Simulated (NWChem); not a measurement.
Atomisation of C$_{2}$H$_{5}$O

```xyz
8

C     -1.2097    -0.1744     0.2150
C      0.2097     0.2094     0.4251
O      1.0476    -0.0861    -0.6166
H     -1.7895    -0.0360     1.1405
H     -1.7025     0.4233    -0.5821
H     -1.2891    -1.2324    -0.0898
H      0.4666     1.0864     1.0356
H      1.9338     0.2376    -0.4118
```
Charge 0, spin multiplicity 2.

Program: NWChem. Structure: optimised with UB3LYP/def2-SVP, a minimum by its harmonic frequencies. It is one conformer; others weren't searched.

Basis set: def2-TZVP. The atomisation energy is electronic alone: no zero-point, thermal, spin-orbit or counterpoise terms. No value is extrapolated to the basis-set limit. Free atoms are single determinants with multiplicities C 3, O 3, H 2. Correlated methods freeze the same cores in atoms and molecule, 3 orbitals in all.

Relative cost: rough, from shared machines, SCF included, LDA (SVWN5) = 1. Costs are the molecule's.

B3LYP has NWChem's definition, with VWN1-RPA local correlation. The structure started from a generated list of species. The stability of the SCF solutions was not checked. Open-shell Hartree-Fock references start from PBE0 orbitals; any time given for them includes that run.

```csv
method,atomisation energy (kcal/mol),relative cost
BP86,731.8,under 3
HF,?,under 3
MP2,?,4
M06-2X,706.9,3
BHandHLYP,684.0,under 3
B3LYP,?,under 3
LDA (SVWN5),815.5,1
PBE,723.8,under 3
PBE0,709.8,under 3
```

Task: Fill in the missing entries.

Result: 
- HF, atomisation energy (kcal/mol): 515.4
- MP2, atomisation energy (kcal/mol): 688.7
- B3LYP, atomisation energy (kcal/mol): 705.8
